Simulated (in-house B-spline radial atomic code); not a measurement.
Br⁺ is squeezed into an impenetrable sphere of radius R (the orbitals vanish at R). Method: Dirac-Kohn-Sham LDA VWN5, spherical fractional occupations, Fermi nucleus of rms radius 4.1629 fm. Calculated with an all-electron radial atomic-structure program (B-spline basis).

Energies in eV above the free ion in [Ar] 3d10 4s2 4p4:

```
R (bohr)  highest level (eV)  [Ar] 3d10 4s2 4p4  [Ne] 3s2 3p5 3d10 4s2 4p4 4f1  [Ar] 3d9 4s2 4p4 4f1
    9.11               -17.4          0.0001283                          195.5                 88.95
    6.62               -17.4            0.02138                          198.5                 91.88
    5.46               -17.2             0.2136                          201.8                 95.17
    3.99               -14.9              3.684                            213                 106.5
    3.75               -13.9               5.86                          217.3                 110.7
    2.89               -4.38              31.76                          254.6                 148.1
     2.5                6.76              70.55                            303                 196.7
     2.2                22.7              134.3                          378.3                 272.1
    1.92                49.6              254.4                            515                 408.8
    1.46                 161              835.5                           1148                  1040
```

Q: Does [Ne] 3s2 3p5 3d10 4s2 4p4 4f1 fall below [Ar] 3d10 4s2 4p4 under compression?

A: No, it stays above over the whole range.

Q: Does [Ar] 3d9 4s2 4p4 4f1 fall below [Ar] 3d10 4s2 4p4 under compression?

A: No, it stays above over the whole range.

The highest level is first positive in the row R = 2.5 bohr, pushed up by confinement above the zero of the free ion's potential. Each configuration is held fixed and needn't be the lowest in the sphere.
